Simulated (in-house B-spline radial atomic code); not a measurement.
# RPA and G0W0 on LDA VWN5: F IX (F8+)

Configuration 1s1, highest spin, mean-field start LDA VWN5. Computed with a B-spline radial code for spherical atoms: all electrons, non-relativistic, point nucleus, each spin shell either full or empty, empty states to l = 9 with an (l + 1/2)⁻⁴ tail; G0W0 by contour deformation at full frequency.

Relativity, left out, deepens the 1s level by about Z⁴α²/8 hartree.

With one electron the exact correlation energy is zero, so what RPA and GW give is self-correlation.

Command:
```bash
python run_gw.py task.json out
```
Settings (radii: box in bohr, nucleus in fm):
```
Z                        9
electrons                1
configuration            1s1
hamiltonian              nr
method                   lda,vwn
lmax                     9
spin_polarised           True
box_radius               7.7
intervals                44
ion_configuration        bare nucleus
```

Cost of the run: 0.3 s on 1 thread of Intel(R) Xeon(R) Platinum 8375C CPU @ 2.90GHz, with other jobs on the host.

Energies (hartree):

| term | value |
| --- | --- |
| mean-field total | -40.14959 |
| Hartree-Fock functional on these orbitals | -40.49859 |
| direct second order | -0.02335 |
| second-order exchange | 0.02335 |
| SOSEX correction | 0.023023 |

Q: What is the RPA correlation energy, and what remains with SOSEX?

A: RPA gives -0.023022 hartree (-0.626 eV per electron); RPA + SOSEX gives 0, and the second-order doubles 0 hartree (no singles). SOSEX takes back 100 % of the RPA value.

Quasi-particle levels (eV):

```
  level  occupied  mean field  Σx - vxc     Σc  QP weight     G0W0
  1s up       yes    -1038.33    -63.69      ?          ?        ?
1s down        no     -951.02      0.00  -2.61      0.998  -953.63
```

G0W0 = mean field + (Σx - vxc) + Σc, with Σc (partial-wave tail included) taken at the quasi-particle energy.

Q: Where does G0W0 put 1s up?

A: At -1101.70 eV, with Σc = 0.32 eV and a quasi-particle weight of 0.998. The tabulated removal energy is 1103.118 eV (NIST, tabulated theory).

Q: What does it cost to remove one electron (to the bare nucleus) by differences of total energies, each species on its own start (correlation terms add to the Hartree-Fock functional)?

A: LDA VWN5 1092.53 eV, Hartree-Fock functional 1102.02 eV, + RPA 1102.65 eV, + RPA + SOSEX 1102.02 eV, + second order 1102.02 eV. Tabulated: 1103.118 eV (NIST, tabulated theory).
